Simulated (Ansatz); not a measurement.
System: N-dimethylboranylmethanamine, C$_{3}$H$_{10}$BN (charge 0, singlet). 
Coordinates optimised at B3LYP-D3(BJ)/def2-TZVP (Ansatz, a first-principles code):
```xyz
15

C      1.6089    -1.1548     0.5939
N      0.9805    -0.0611    -0.1237
B     -0.3732     0.2964    -0.1719
C     -0.7904     1.5639    -1.0203
C     -1.4710    -0.5258     0.6212
H      2.3315    -0.7888     1.3293
H      2.1331    -1.8334    -0.0854
H      0.8543    -1.7287     1.1266
H      1.6365     0.5092    -0.6359
H     -1.3487     2.2761    -0.4037
H      0.0481     2.1013    -1.4718
H     -1.4723     1.2752    -1.8273
H     -1.3024    -1.6054     0.6248
H     -2.4740    -0.3484     0.2282
H     -1.4885    -0.2108     1.6713
```
Charge 0, spin multiplicity 1.

Property: atomisation energy (electronic, to ground-state atoms), in kJ/mol. Valence correlation only, unless marked. Open shells are spin-unrestricted. Spin-orbit coupling is left out. No relativistic terms. The coupled-cluster limit lacks core correlation, which all-electron functionals hold. CBS(X,Y): correlation extrapolated as X^-3; Hartree-Fock from the larger set.

| level | program | atomisation energy (kJ/mol) |
|---|---|---|
| r2SCAN-D4/def2-TZVPD | Ansatz + dftd4 | ? |
| HSE06-D3(BJ)/def2-TZVPD | Ansatz + dftd3 | 5880.7 |
| wB97X/def2-TZVPD | Ansatz | ? |
| CCSD(T) with core electrons/cc-pwCVTZ | Ansatz | 5736.9 |
| CCSD(T)/CBS(cc-pVTZ,cc-pVQZ) | Ansatz | 5833.2 |

Q: Fill in the missing entries.

A: 
- r2SCAN-D4/def2-TZVPD, atomisation energy (kJ/mol): 5854.6
- wB97X/def2-TZVPD, atomisation energy (kJ/mol): 5843.3
